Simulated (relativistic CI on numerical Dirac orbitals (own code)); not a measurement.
Slater and spin-orbit integrals, Dy³³⁺

Calculated at this level of theory: Dirac-Coulomb-Breit CI, KLI orbitals optimised for each configuration, QED by a radiative potential, unscaled Slater integrals (own radial code, finite nucleus).

Slater integrals F^k, G^k are unscaled and averaged over j, outside the closed core [Ar] 3d10; ζ comes from projecting the Hamiltonian with its Breit term on Σ l·s of the shell.

- 4s2 4p3: F^2(4p,4p) = 211610, ζ(4p) = 276760 cm⁻¹; <r>(4p) = 0.484, <r^2>(4p) = 0.2648 (bohr units).
- 4s 4p4: F^2(4p,4p) = 211560, G^1(4s,4p) = 276860, ζ(4p) = 276560 cm⁻¹; <r>(4s) = 0.4729, <r^2>(4s) = 0.2512, <r>(4p) = 0.4841, <r^2>(4p) = 0.265 (bohr units).
- 4s2 4p2 4d: F^2(4p,4p) = 211550, ζ(4p) = 277210, F^2(4p,4d) = 207880, G^1(4p,4d) = 257960, G^3(4p,4d) = 165520, ζ(4d) = 34440 cm⁻¹; <r>(4p) = 0.4841, <r^2>(4p) = 0.265, <r>(4d) = 0.4847, <r^2>(4d) = 0.2684 (bohr units).

Averages of the first 10 configurations, taken without configuration mixing, which lowers the lowest level and can move excited configurations by several eV; other configurations of the list can lie among them:

```tsv
Configuration	Parity	States	Average energy above the lowest level (eV)
4s2 4p3	odd	20	54.8
4s 4p4	even	30	173.3
4s2 4p2 4d	even	150	209.1
4p5	odd	6	301.3
4s 4p3 4d	odd	400	323.5
4s2 4p2 4f	odd	210	360.6
4s 4p3 4f	even	560	475.3
4p4 4d	even	150	447.3
4s 4p2 4d2	even	1350	476.4
4s2 4p 4d 4f	even	840	515.5
```
